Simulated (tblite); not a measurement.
Species: C₃H₅ClOSi (charge +1 and doublet state).
Structure used (GFN2-xTB), in Å, numbered top down from 1:
```
atom  x, y, z in Å
O1    -2.9617    0.0057    0.5933
C2    -2.1725   -0.6668    0.0493
C3    -0.7741   -0.1802   -0.4244
Cl4   -0.9414    0.4127   -2.0077
C5     0.2493   -0.2326    0.3886
Si6    1.9700    0.6867    0.0952
H7    -2.3070   -1.7288   -0.2310
H8     0.1936   -0.7280    1.3450
H9     2.8415   -0.4597    0.3749
H10    1.8727    1.1368   -1.2915
H11    2.0352    1.7569    1.0825
```

Computed with GFN2-xTB (tblite): harmonic, unscaled wavenumbers at the GFN2-xTB geometry, gas phase. The method is semi-empirical: single wavenumbers can be off by several per cent or more. Modes of hydrogen on silicon can be 10 to 20 % off. One conformer, not necessarily the lowest. Open shells enter through the occupations alone, without spin polarisation, and single modes of such species can be off by tens of per cent. The optimisation stopped once no atom felt more than 0.01 eV/Å.

Lowest wavenumbers of the output (negative numbers stand for imaginary wavenumbers):
```
mode    cm-1
  1     -29.3
  2       6.0
  3      91.1
  4     130.3
  5     196.2
  6     269.8
  7     354.1
  8     368.4
  9     392.2
 10     543.3
```

**Question.** Is this structure a minimum?

**Answer.** Not by this Hessian. 1 mode is imaginary beyond 20i (29i cm⁻¹), so at this level the point lies at or near a first-order saddle. The curvature is small, so loose convergence or finite differences may be the whole cause.

**Question.** Which atoms move in the imaginary mode?

**Answer.** 29i: H11 (hydrogen on silicon) 31 %, H9 (hydrogen on silicon) 29 %, H10 (hydrogen on silicon) 29 %. These are shares of the mass-weighted motion.

**Question.** What is the remedy?

**Answer.** Step along that mode in both directions, optimise again with tighter thresholds and repeat the frequencies. The zero-point energy of this point (38.0 kcal/mol) counts the 26 real modes alone, and thermal corrections from it aren't those of a minimum.
